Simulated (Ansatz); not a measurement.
Isolated molecules relaxed with PBE0-D4/def2-TZVP in Ansatz; ΔE leaves out vibrations. CCSD(T)/CBS is the MP2 limit (def2-TZVPP, def2-QZVPP) plus CCSD(T) − MP2 in def2-TZVPP, frozen cores. DFT in def2-TZVPP. B3LYP here is the variant with VWN-RPA as its local correlation; programs differ in this. Each species was taken in one conformer, which may not be the lowest.

Consider the cleavage of the Si–Si bond: `C[SiH2][SiH2]CF` + `FCS` → `C[SiH2]SCF` + `FC[SiH3]`.

```
             level  ΔE (kJ/mol)  difference from CCSD(T)/CBS
           PBE0-D4        -52.9                          8.2
          B3LYP-D4        -58.4                          2.7
           ωB97M-V        -63.5                         -2.4
            B2PLYP        -61.9                         -0.8
               PBE        -49.5                         11.6
     HF/def2-TZVPP        -67.0                         -5.9
SCS-MP2/def2-TZVPP        -66.3                         -5.2
    MP2/def2-QZVPP        -69.4                         -8.3
SCS-MP2/def2-QZVPP        -68.0                         -6.9
      HF/CBS(def2)        -67.5                         -6.4
       CCSD(T)/CBS        -61.1                            0
```

Largest T1 diagnostic among the species: 0.012.

From PBE to PBE0 (25 % exact exchange), in def2-TZVPP and without D4, ΔE moves by −3.4 kJ/mol.

CCSD(T)/CBS has its own doubt, a few kJ/mol and more with outer-core shells, so smaller differences from it don't rank the levels.
